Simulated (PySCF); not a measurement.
Working out the ionisation energy of Sc⁷⁺

Sc⁷⁺ [Ne] 3s2 3p2 (3P) → Sc⁸⁺ [Ne] 3s2 3p1 (2P). All numbers are calculated (PySCF 2.14, the spin-free X2C one-electron Hamiltonian (Gaussian nucleus), in an uncontracted even-tempered set (19 s from 0.25 bohr⁻², ratio 2.5; 12 p from 0.33 bohr⁻², ratio 2.5; 5 d from 2.3 bohr⁻², ratio 2.7; 5 f from 3.5 bohr⁻², ratio 2.7)). Frozen: 1s2; the 22 highest virtual orbitals dropped. Energies in hartree (1 hartree = 27.21139 eV):

```
             part  Sc⁷⁺ (lower)  Sc⁸⁺ (upper)
              UHF   -746.768188   -740.985777
MP2 opposite-spin     -0.312374     -0.301563
    MP2 same-spin     -0.107231     -0.096770
```

What does Hartree-Fock give?

(-740.985777) − (-746.768188) = 5.782411 hartree = 157.347 eV.

What do MP2 and SCS-MP2 (6/5 opposite-spin, 1/3 same-spin) give?

The opposite-spin parts differ by 0.294 eV and the same-spin parts by 0.285 eV. MP2: 157.347 + (0.294) + (0.285) = 157.926 eV. SCS-MP2: 157.347 + 1.2 × (0.294) + (0.285)/3 = 157.795 eV.

A first-order spin-orbit estimate adds -0.028 eV to MP2 (outer shells), giving 157.898 eV against 158.08 ± 0.25 eV (semi-empirical (NIST evaluation); NIST Atomic Spectra Database, ionization energies).

What remains against the reference includes basis incompleteness, the frozen core and correlation beyond second order.
